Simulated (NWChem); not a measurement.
# Correlation energy of Sb (-1)

```xyz
1

Sb     0.0000     0.0000     0.0000
```
Charge -1, spin multiplicity 3.

Program: NWChem.

Basis set: def2-TZVPD. Each correlation energy counts from its own Hartree-Fock reference.

Effective core potentials replace the inner electrons of Sb; spin-orbit coupling is left out. The correlated methods keep 4 core orbitals frozen. No SCF solution was tested for a lower state. Open-shell Hartree-Fock references start from PBE0 orbitals. No row is a measurement; the coupled-cluster row has its own basis-set and correlation limits.

**Question.** One of these methods gave a correlation energy of -308.5 mHa. Which?
(A) CCSD on UHF
(B) SCS-UMP2
(C) UMP2
(D) CCSD[T] on UHF

**Answer.** C, UMP2. The others give -274.1 (SCS-UMP2), -306.0 (CCSD on UHF), -314.3 (CCSD[T] on UHF).
